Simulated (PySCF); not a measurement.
Species: C₅H₁₀O₂S.
Atom-mapped SMILES: `[CH3:1][S:2](=[O:3])(=[O:4])[CH:5]1[CH2:6][CH2:7][CH2:8]1` (hydrogens: H9, H10, H11 on C1; H12 on C5; H13, H14 on C6; H15, H16 on C7; H17, H18 on C8)

The same species was optimised twice, with GFN2-xTB and with PBE0-D3(BJ)/def2-SVP (PySCF), and the same property calculations (PySCF, gas phase) were run on both structures.

```tsv
coordinate	GFN2-xTB	PBE0-D3(BJ)/def2-SVP	change
C1–S2 (Å)	1.822	1.785	-0.037
S2–C5 (Å)	1.822	1.794	-0.028
S2=O4 (Å)	1.437	1.464	+0.027
S2=O3 (Å)	1.438	1.461	+0.023
C5–C8 (Å)	1.525	1.540	+0.015
C5–C6 (Å)	1.528	1.542	+0.014
C7–C8 (Å)	1.538	1.542	+0.004
C6–C7 (Å)	1.537	1.541	+0.004
S2–C5–C8 (°)	110.8	113.8	+3.0
O3–S2–O4 (°)	117.5	120.2	+2.7
O3–S2–C5 (°)	108.6	107.4	-1.2
O4–S2–C5 (°)	109.5	108.2	-1.3
C6–C5–C8 (°)	90.4	89.5	-0.9
C1–S2–O4 (°)	108.3	107.5	-0.8
C1–S2–C5 (°)	104.1	104.7	+0.6
C1–S2–O3 (°)	108.1	107.8	-0.3
C1–S2–C5–C6 (°)	176	176	0
```

Rotational constants: A = 3133, B = 1427, C = 1310 MHz (GFN2-xTB) against A = 3115, B = 1422, C = 1309 MHz (PBE0-D3(BJ)/def2-SVP). Point groups within 0.08 Å: C1 and C1.

On the GFN2-xTB structure: HOMO (eV) -8.04 [PBE0/pcSseg-1]; LUMO (eV) 0.86 [PBE0/pcSseg-1]; dipole (D) 4.49 [PBE0/pcSseg-1]; GIAO shielding of C1 (ppm) 144.4 [PBE0/pcSseg-1]; GIAO shielding of S2 (ppm) 192.9 [PBE0/pcSseg-1]; GIAO shielding of O3/O4 (mean) (ppm) 143.6 [PBE0/pcSseg-1]; GIAO shielding of C5 (ppm) 124.5 [PBE0/pcSseg-1]; GIAO shielding of C6/C8 (mean) (ppm) 164.8 [PBE0/pcSseg-1]; GIAO shielding of C7 (ppm) 167.1 [PBE0/pcSseg-1].

Task: What do these properties become on the PBE0-D3(BJ)/def2-SVP structure?

Result: 
```json
{"property": "HOMO (eV)", "level": "PBE0/pcSseg-1", "on GFN2-xTB": "-8.04", "on PBE0-D3(BJ)/def2-SVP": "-8.05", "change": "-0.01"}
{"property": "LUMO (eV)", "level": "PBE0/pcSseg-1", "on GFN2-xTB": "0.86", "on PBE0-D3(BJ)/def2-SVP": "0.78", "change": "-0.08"}
{"property": "dipole (D)", "level": "PBE0/pcSseg-1", "on GFN2-xTB": "4.49", "on PBE0-D3(BJ)/def2-SVP": "4.49", "change": "0.00"}
{"property": "energy, GFN2-xTB geometry as zero (kcal/mol)", "level": "PBE0/pcSseg-1", "on GFN2-xTB": "0.0", "on PBE0-D3(BJ)/def2-SVP": "-3.2", "change": "-3.2"}
{"property": "GIAO shielding of C1 (ppm)", "level": "PBE0/pcSseg-1", "on GFN2-xTB": "144.4", "on PBE0-D3(BJ)/def2-SVP": "144.1", "change": "-0.3"}
{"property": "GIAO shielding of S2 (ppm)", "level": "PBE0/pcSseg-1", "on GFN2-xTB": "192.9", "on PBE0-D3(BJ)/def2-SVP": "185.7", "change": "-7.2"}
{"property": "GIAO shielding of O3/O4 (mean) (ppm)", "level": "PBE0/pcSseg-1", "on GFN2-xTB": "143.6", "on PBE0-D3(BJ)/def2-SVP": "135.3", "change": "-8.3"}
{"property": "GIAO shielding of C5 (ppm)", "level": "PBE0/pcSseg-1", "on GFN2-xTB": "124.5", "on PBE0-D3(BJ)/def2-SVP": "123.8", "change": "-0.7"}
{"property": "GIAO shielding of C6/C8 (mean) (ppm)", "level": "PBE0/pcSseg-1", "on GFN2-xTB": "164.8", "on PBE0-D3(BJ)/def2-SVP": "160.8", "change": "-4.0"}
{"property": "GIAO shielding of C7 (ppm)", "level": "PBE0/pcSseg-1", "on GFN2-xTB": "167.1", "on PBE0-D3(BJ)/def2-SVP": "163.3", "change": "-3.8"}
```

The heavy atoms differ by 0.033 Å rms after alignment. Among bonds between heavy atoms C1–S2 changes most (-0.037 Å). Changes are differences of the printed values. Neither structure is proved a minimum here.

The values belong to the conformer `[CH3:1][S:2](=[O:3])(=[O:4])[CH:5]1[CH2:6][CH2:7][CH2:8]1`: C1–S2–C5–C6 176°.
